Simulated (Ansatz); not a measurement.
A run for Ansatz (a quantum-chemistry and plane-wave program): U-PBE0/def2-TZVPP on Na2-, 2S+1 = 4, a spin state set in the input, which need not be the lowest. Charge -1.

Ansatz 0.2 input:
```yaml
crystal:
  periodic: [false, false, false]
  atoms:
    - {symbol: Na, position_ang: [0.00000000, 0.00000000, 0.00000000]}
    - {symbol: Na, position_ang: [0.00000000, 0.00000000, 3.15400000]}
basis:
  gaussian:
    orbitals: def2-TZVPP
hamiltonian:
  xc: {name: PBE0}
total_charge: -1
magnetization: {spin_polarized: true, initial_magnetization: 3}
relax: {f_tol: 0.002, max_steps: 120}
```

The log:

```
WARN ansatz: RAYON_NUM_THREADS=1 ignored (pool sized by the plan → 1); use --threads N
Functional definition: PBE0
integrals: 0.02 GiB planned
572 factors; their error is unknown
mean field: 0.19 GiB planned
mean field evaluation 1: about -8825.8009 eV, gradient 3.3e0 eV
mean field evaluation 2: about -8825.8368 eV, gradient 2.4e0 eV
mean field evaluation 4: about -8825.8504 eV, gradient 1.5e-1 eV
mean field evaluation 8: about -8825.9079 eV, gradient 7.9e-3 eV
mean field evaluation 16: about -8825.9079 eV, gradient 4.8e-6 eV
mean field evaluation 32: about -8825.1002 eV, gradient 1.7e0 eV
mean field evaluation 64: about -8825.7707 eV, gradient 7.4e-1 eV
mean field -8825.90790082 eV, -324.3461329397 hartree, gradient 3.5e-6 eV, S^2 3.750026; 12 other end points of the search recorded, 0 dependent functions left out
the calculation of the forces begins
reference -8825.90792731 eV, -324.3461339134 hartree; 13, 10 occupied and 51, 54 virtual orbitals, 572 factors
relax step   1: F+E_penalty+E_count = -8825.90790082 eV  Δ(F+E_penalty+E_count) = +0.000e0 eV  max|allowed force component| = 3.349e-1 eV/Å  Δτ_max = 0.0000 Å  (172 SCF iters, accepted)
these checks for a lower state are left out or cut short: starts, cluster_reference, orbital_swaps, neighbouring_geometries, increment
integrals: 0.02 GiB planned
572 factors; their error is unknown
mean field: 0.19 GiB planned
mean field -8825.92335527 eV, -324.3467008805 hartree, gradient 6.1e-6 eV, S^2 3.750026; 0 other end points of the search recorded, 0 dependent functions left out
the calculation of the forces begins
reference -8825.92338186 eV, -324.3467018575 hartree; 13, 10 occupied and 51, 54 virtual orbitals, 572 factors
relax step   2: F+E_penalty+E_count = -8825.92335527 eV  Δ(F+E_penalty+E_count) = -1.545e-2 eV  max|allowed force component| = 2.966e-1 eV/Å  Δτ_max = 0.0245 Å  (35 SCF iters, accepted)
these checks for a lower state are left out or cut short: starts, cluster_reference, orbital_swaps, neighbouring_geometries, increment
integrals: 0.02 GiB planned
572 factors; their error is unknown
mean field: 0.19 GiB planned
mean field -8825.99164115 eV, -324.3492103404 hartree, gradient 7.7e-6 eV, S^2 3.750028; 0 other end points of the search recorded, 0 dependent functions left out
the calculation of the forces begins
reference -8825.99166820 eV, -324.3492113343 hartree; 13, 10 occupied and 51, 54 virtual orbitals, 572 factors
relax step   3: F+E_penalty+E_count = -8825.99164115 eV  Δ(F+E_penalty+E_count) = -6.829e-2 eV  max|allowed force component| = 8.621e-2 eV/Å  Δτ_max = 0.1897 Å  (44 SCF iters, accepted)
these checks for a lower state are left out or cut short: starts, cluster_reference, orbital_swaps, neighbouring_geometries, increment
integrals: 0.02 GiB planned
572 factors; their error is unknown
mean field: 0.19 GiB planned
mean field evaluation 96: about -8825.9426 eV, gradient 2.1e-2 eV
mean field -8826.00164260 eV, -324.3495778866 hartree, gradient 7.8e-6 eV, S^2 3.750030; 0 other end points of the search recorded, 0 dependent functions left out
the calculation of the forces begins
reference -8826.00167007 eV, -324.3495788962 hartree; 13, 10 occupied and 51, 54 virtual orbitals, 572 factors
relax step   4: F+E_penalty+E_count = -8826.00164260 eV  Δ(F+E_penalty+E_count) = -1.000e-2 eV  max|allowed force component| = 2.192e-2 eV/Å  Δτ_max = 0.2000 Å  (42 SCF iters, accepted)
these checks for a lower state are left out or cut short: starts, cluster_reference, orbital_swaps, neighbouring_geometries, increment
integrals: 0.02 GiB planned
572 factors; their error is unknown
mean field: 0.19 GiB planned
mean field -8826.00290798 eV, -324.3496243885 hartree, gradient 4.0e-6 eV, S^2 3.750029; 0 other end points of the search recorded, 0 dependent functions left out
the calculation of the forces begins
reference -8826.00293532 eV, -324.3496253932 hartree; 13, 10 occupied and 51, 54 virtual orbitals, 572 factors
relax step   5: F+E_penalty+E_count = -8826.00290798 eV  Δ(F+E_penalty+E_count) = -1.265e-3 eV  max|allowed force component| = 1.489e-3 eV/Å  Δτ_max = 0.0591 Å  (42 SCF iters, accepted)
these checks for a lower state are left out or cut short: starts, cluster_reference, orbital_swaps, neighbouring_geometries, increment
integrals: 0.02 GiB planned
572 factors; their error is unknown
mean field: 0.19 GiB planned
mean field -8826.00291288 eV, -324.3496245685 hartree, gradient 3.3e-6 eV, S^2 3.750030; 0 other end points of the search recorded, 0 dependent functions left out
the calculation of the forces begins
reference -8826.00294022 eV, -324.3496255735 hartree; 13, 10 occupied and 51, 54 virtual orbitals, 572 factors
relax step   6: F+E_penalty+E_count = -8826.00291288 eV  Δ(F+E_penalty+E_count) = -4.898e-6 eV  max|allowed force component| = 1.817e-4 eV/Å  Δτ_max = 0.0038 Å  (35 SCF iters, accepted)
integrals: 0.02 GiB planned
572 factors; their error is unknown
mean field: 0.19 GiB planned
mean field evaluation 128: about -8825.9438 eV, gradient 9.1e-2 eV
mean field evaluation 160: about -8825.2144 eV, gradient 4.2e-2 eV
mean field evaluation 192: about -8825.8934 eV, gradient 9.8e-1 eV
mean field -8826.00291288 eV, -324.3496245685 hartree, gradient 3.3e-6 eV, S^2 3.750030; 14 other end points of the search recorded, 0 dependent functions left out
the calculation of the forces begins
reference -8826.00294022 eV, -324.3496255735 hartree; 13, 10 occupied and 51, 54 virtual orbitals, 572 factors
Total energy: -8826.00294022 eV, -324.3496255735 hartree
Atom 0 at    -0.000000     0.000000    -0.358860 Å, force    -0.000000     0.000000     0.000182 eV/Å
Atom 1 at     0.000000    -0.000000     3.512860 Å, force     0.000000    -0.000000    -0.000182 eV/Å
Dipole moment:     0.000000    -0.000000     0.000000 e Å
```

Self-consistency was reached.

Cost: around 29 core-seconds (rough).
